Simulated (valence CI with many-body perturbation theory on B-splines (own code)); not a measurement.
Results of a calculation; reference values are marked as such.
**Assign the levels of Er19+**

Level of theory: valence CI with perturbative core correlation (CI+MBPT): three valence electrons over a frozen Dirac-Fock core [Kr] 4d10, radial functions for each j: 7 s, 7 p, 7 d, 7 f, 4 g, 2 h, with the one-electron correlation potential Σ1 (screened to all orders), the two-electron term Σ2, the three-electron term Σ3, Breit, model QED; selected single and double excitations, second order for the rest, scaled by the run's own slope (own B-spline code, finite nucleus).

No measured levels were compared; by estimate terms of the open shell hold to a few per cent of their energy, and close levels can change places. The list stops below the first excitations out of the core.

| No. | J | Parity | E (cm⁻¹) | g |
| --- | --- | --- | --- | --- |
| 1 | 9/2 | odd | 0.0 | 0.744 |
| 2 | 11/2 | odd | 9366 | 0.967 |
| 3 | 13/2 | odd | 18239 | 1.102 |
| 4 | 15/2 | odd | 26592 | 1.189 |
| 13 | 11/2 | odd | 45141 | 1.106 |
| 14 | 13/2 | odd | 48430 | 0.939 |
| 18 | 15/2 | odd | 56214 | 1.048 |
| 19 | 1/2 | odd | 58440 | 0.526 |

Energies count from the lowest level. Strongly mixed levels and levels close to another of their J and parity are left out, so the numbers can have gaps.

Give configuration and LS term of each level.

1: 4f3 4I°; 2: 4f3 4I°; 3: 4f3 4I°; 4: 4f3 4I°; 13: 4f3 2H°; 14: 4f3 2K°; 18: 4f3 2K°; 19: 4f3 2P°.
